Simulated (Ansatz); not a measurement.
Geometry optimisation, RKS LDA/STO-3G in Ansatz.

The input (input.yaml):

```yaml
crystal:
  periodic: [false, false, false]
  atoms:
    - { symbol: B, position_ang: [-0.8982, 1.9982, 0.8892] }
    - { symbol: C, position_ang: [-0.7988, 0.6926, 0.0391] }
    - { symbol: C, position_ang: [0.362, -0.131, 0.5135] }
    - { symbol: Si, position_ang: [0.6277, -1.7048, -0.4677] }
    - { symbol: O, position_ang: [0.8154, -1.3474, -2.1365] }
    - { symbol: H, position_ang: [-0.1951, 2.3189, 1.7506] }
    - { symbol: H, position_ang: [-1.7945, 2.7972, 0.6268] }
    - { symbol: H, position_ang: [-1.6948, 0.1274, 0.1409] }
    - { symbol: H, position_ang: [-0.654, 0.9806, -0.9873] }
    - { symbol: H, position_ang: [-0.14575, 1.10295, 0.92464] }
    - { symbol: H, position_ang: [0.2511, -0.4048, 1.6176] }
    - { symbol: H, position_ang: [-0.6613, -2.495, -0.3117] }
    - { symbol: H, position_ang: [1.6407, -2.471, 0.0301] }
    - { symbol: H, position_ang: [1.6469, -0.8363, -2.1144] }
basis:
  gaussian: { orbitals: STO-3G }
hamiltonian:
  xc: lda
relax:
  f_tol: 0.02
  max_steps: 50
output:
  orbitals: {}
```

Command:

```bash
$ ansatz run input.yaml --threads 1 --pin off --max-ram 2048MiB --backend cpu --events-out ev --progress --plain --runs-dir out
```

Problem. Where does it end, and by what steps?

Solution. The run converged. Limits of this set-up: minimal basis. After 41 steps the energy has fallen by 9.294 eV; H10 moved furthest, 1.51 Å. Parted: B1–H10, C2–H10. Joined: C3–H10.

```
step  energy less start (eV)  largest force component (eV/Å)  accepted
   0                  0.0000                           6.798       yes
   2                 -4.0676                           6.052       yes
   4                 -7.0662                           3.853       yes
   6                 -8.4021                           1.794       yes
   8                 -8.9462                           0.564       yes
  10                 -8.9827                           0.097       yes
  12                 -8.9943                           0.068       yes
  14                 -8.9967                           0.022       yes
  16                 -8.9988                           0.068       yes
  18                 -9.0000                           0.021       yes
  20                 -9.0025                           0.149       yes
  22                 -9.0061                           0.173       yes
  24                 -9.0094                           0.082       yes
  26                 -9.0166                           0.141       yes
  28                 -9.0707                           0.690       yes
  30                 -9.0546                           1.944        no
  32                 -9.2528                           0.278       yes
  34                 -9.2855                           0.232       yes
  36                 -9.2933                           0.078       yes
  38                 -9.2920                           0.253        no
  40                 -9.2942                           0.036        no
  41                 -9.2944                           0.008       yes
```

```xyz
14
Properties=species:S:1:pos:R:3
B -0.710 2.064 0.418
C -0.950 0.580 0.303
C -0.013 -0.425 1.030
Si 0.632 -1.529 -0.355
O 0.152 -0.572 -1.741
H 0.356 2.477 0.701
H -1.550 2.833 0.124
H -2.002 0.255 0.347
H -0.641 0.357 -0.836
H 0.817 0.102 1.525
H -0.550 -0.998 1.800
H -0.081 -2.786 -0.493
H 2.070 -1.749 -0.379
H 0.971 0.018 -1.928
```

Whether the end is a true minimum wasn't checked by a vibrational analysis.

Run time: 86 s on 1 thread of Arm Neoverse V2, with other jobs on the host, peak memory 0.21 GiB.
